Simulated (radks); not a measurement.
Neutral indium inside a hard spherical wall (all orbitals vanish at R), configuration held at [Kr] 4d10 5s2 5p1 and not refilled when levels cross. All-electron calculation, scalar-relativistic Kohn-Sham, LDA (Slater exchange, VWN5 correlation), spin-polarised, spherical densities, point nucleus; open shells are filled with parallel spins first (spin-orbit coupling, left out, can overturn this in heavy ions). Program: a radial shooting solver on a logarithmic mesh with Libxc functionals. Eigenvalues in eV for spin up, with the zero of energy where the potential of the charges vanishes at infinity; a dash marks a level that is unbound or too diffuse for the functional's potential to be trusted. A positive occupied level is held by the wall or, in an anion where self-interaction has pushed it up, behind a barrier. The pressure on the wall is -dE/dV.

| R (bohr) | E (hartree) | kinetic (hartree) | e(4p) | e(4d) | e(5s) | e(5p) | e(6s, empty) | e(5d, empty) | pressure (GPa) |
|---|---|---|---|---|---|---|---|---|---|
| free | -5876.47208 | 6123.511 | -78.020 | -18.713 | -8.671 | -2.906 | -0.392 | - | 0 |
| 15 | -5876.47208 | 6123.511 | -78.019 | -18.711 | -8.670 | -2.904 | -0.258 | 0.888 | < 0.0001 |
| 12 | -5876.47193 | 6123.512 | -78.000 | -18.693 | -8.655 | -2.889 | 0.059 | 1.290 | 0.00229 |
| 10 | -5876.47113 | 6123.518 | -77.933 | -18.626 | -8.604 | -2.826 | 0.703 | 1.872 | 0.0204 |
| 8 | -5876.46603 | 6123.550 | -77.672 | -18.371 | -8.410 | -2.550 | 2.543 | 3.177 | 0.209 |
| 5 | -5876.33750 | 6124.162 | -75.200 | -15.989 | -6.180 | 0.888 | 17.361 | 11.434 | 14.6 |
| 3.5 | -5875.54644 | 6127.343 | -68.681 | -9.822 | 2.551 | 12.968 | 57.900 | 32.173 | 258 |
| 3 | -5874.46778 | 6131.467 | -62.930 | -4.260 | 12.295 | 25.458 | 94.383 | 50.559 | 857 |
| 2.5 | -5871.61324 | 6142.051 | -51.908 | 6.986 | 34.680 | 52.674 | 165.63 | 86.412 | 3480 |
| 2 | -5862.60047 | 6174.006 | -27.844 | 33.477 | 94.521 | 120.94 | 323.49 | 166.24 | 18700 |
| 1.5 | -5826.36931 | 6289.831 | 39.887 | 110.91 | 286.82 | 325.54 | 743.78 | 380.66 | 149000 |
